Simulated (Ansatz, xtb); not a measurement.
Relative energy of two isomers of C4H10O2S

Structure X: `COC(OC)SC`, a singlet. Structure Y: `COC(CS)OC`, a singlet. Both are isolated molecules in the gas phase, relaxed with r2SCAN-D4/def2-SVP; each stands in its lowest conformer found.

Question: Which of the two would you expect CCSD(T)/def2-SVP + ΔMP2/def2-TZVPP electronic energies to favour?

Answer: Structure Y; the calculation gives E(Y) − E(X) = −11.9 kJ/mol.

The same difference at several levels:

```tsv
level	geometry	E(Y) − E(X) (kJ/mol)	departure from the last row (kJ/mol)	job, with rough time for the two
GFN2-xTB	GFN2-xTB	+4.8	+16.7	optimisation, 0.15 s
HF/STO-3G	GFN2-xTB	+21.6	+33.5	single point, 0.36 s
r2SCAN-D4/def2-SVP//GFN2-xTB	GFN2-xTB	−10.6	+1.3	single point, 3.9 s
r2SCAN-D4/def2-SVP	r2SCAN-D4/def2-SVP	−10.0	+1.9	optimisation, 40 s
HF/def2-SVP	r2SCAN-D4/def2-SVP	−22.6	−10.7	part of the CCSD(T) run
MP2/def2-SVP	r2SCAN-D4/def2-SVP	−17.5	−5.6	part of the CCSD(T) run
CCSD(T)/def2-SVP	r2SCAN-D4/def2-SVP	−20.1	−8.2	single point
CCSD(T)/def2-SVP + ΔMP2/def2-TZVPP	r2SCAN-D4/def2-SVP	−11.9		single point, 1.7 min
```

As drawn, Y has 1 C–C, 1 S–H in place of 1 C–S, 1 C–H.

GFN2-xTB, HF/STO-3G put the two in the other order. The largest departure from CCSD(T)/def2-SVP + ΔMP2/def2-TZVPP is that of HF/STO-3G, 33.5 kJ/mol. The last row adds to CCSD(T) the change of the MP2 difference between the two basis sets, here +8.2 kJ/mol.

With thermal terms from frequencies at re-optimised GFN2-xTB minima (ideal gas, soft modes damped towards free rotors, one conformer each, 298.15 K, 1 atm): the zero-point term adds −4.2 kJ/mol; ΔH is −17.0 and ΔG −14.9 kJ/mol.

The correlated steps freeze 11 core orbitals. Codes used: Ansatz 0.2.0, xtb 6.7.1; the last row on 4 threads of Arm Neoverse V2 on a shared host.
